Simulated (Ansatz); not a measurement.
One change: `C/N=C(/C)F` becomes `C/N=C(\C)BO`.

Ansatz, PBE0-D4/def2-TZVP geometries, multiplicity 1. Each molecule was computed in one conformer, which needn't be the lowest.

```tsv
property	`C/N=C(/C)F`
size of the dipole moment (B3LYP/def2-TZVPP) / D	0.54
LUMO energy (PBE/def2-TZVPP) / eV	-0.65
zero-point energy (PBE0-D4/def2-TZVP) / kJ/mol	234.1
LUMO energy (ωB97M-V/def2-TZVPP) / eV	2.69
ideal-gas entropy at 298 K and 1 bar (rigid rotor, harmonic PBE0-D4/def2-TZVP) / J/(mol·K)	319
size of the dipole moment (ωB97M-V/def2-TZVPP) / D	0.57
```

Give the same properties after the change, and the shifts. (An estimate is asked.)

Computed: 
| property | `C/N=C(\C)BO` | shift |
| --- | --- | --- |
| size of the dipole moment (B3LYP/def2-TZVPP) / D | 1.43 | 0.89 |
| LUMO energy (PBE/def2-TZVPP) / eV | -2.24 | -1.59 |
| zero-point energy (PBE0-D4/def2-TZVP) / kJ/mol | 300.9 | 66.8 |
| LUMO energy (ωB97M-V/def2-TZVPP) / eV | 0.87 | -1.82 |
| ideal-gas entropy at 298 K and 1 bar (rigid rotor, harmonic PBE0-D4/def2-TZVP) / J/(mol·K) | 360 | 41 |
| size of the dipole moment (ωB97M-V/def2-TZVPP) / D | 1.48 | 0.91 |

With PBE0 the HOMO rises by 0.99 eV and the LUMO falls by 1.71 eV, so the gap narrows by about 2.70 eV. PBE moves the HOMO by 0.91 eV and ωB97M-V by 1.03 eV. The zero-point energy changes by 66.8 kJ/mol with +9 modes. Dipoles are sizes alone; their direction can turn.

Positive LUMOs are unbound, so they and the gaps depend on the basis.

B3LYP here is the variant with VWN-RPA as its local correlation; programs differ in this.
